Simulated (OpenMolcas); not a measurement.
Pt2+ with 6 ligands (oxide) in octahedral coordination (Oh). A charge of +1.67 e stands 2.4 Å behind each ligand. Ligand basis ANO-RCC-VDZP.

```yaml
Program: OpenMolcas 26.06
Method: CASSCF
Basis: ANO-RCC-VDZP [7s6p4d2f]
Scalar_Hamiltonian: DKH2, point nucleus
Active_space: 8 electrons in 5 orbitals (5d)
State_averaging: 2S+1 = 3 even, 10 roots; 2S+1 = 1 even, 15 roots
Spin-orbit_coupling: RASSI with atomic mean-field integrals over the reference wave functions
```

All ligands move together. At R = 2.15 Å the first state of the same spin is 11127 cm-1, and at R = 2.3 Å it is 8504 cm-1.

Task: A third run gives 10589 cm-1. What distance was it run at?

Result: With a power law R^-n the two known points give n = -ln(8504 / 11127) / ln(2.3 / 2.15) = 3.99. Then R = 2.15 × (11127 / 10589)^(1/3.99) = 2.177 Å. The run was at 2.18 Å, so the estimate is off by -0.003 Å.

Without dynamic correlation the repulsion within the d shell is too large (B by tens of per cent), so at a given field states of lower spin stand too high. Real 4d8 and 5d8 ions are as a rule square planar and diamagnetic. The oxide ions are held by bare point charges, a crude embedding. With metal d orbitals alone the field can be off either way by tens of per cent. Ligand-to-metal charge-transfer states are missing. With no ligand orbital active B as a rule stays too high, so bands that hang on it stand too high and its fall with covalency is understated. The least metal-like active orbital is 85 % on the metal (Löwdin) and no ligand orbital is active, so the numbers are rough (holds for R = 2.15). No measured value stands beside these numbers; the geometry was imposed, not optimised, and the real ion may take another.
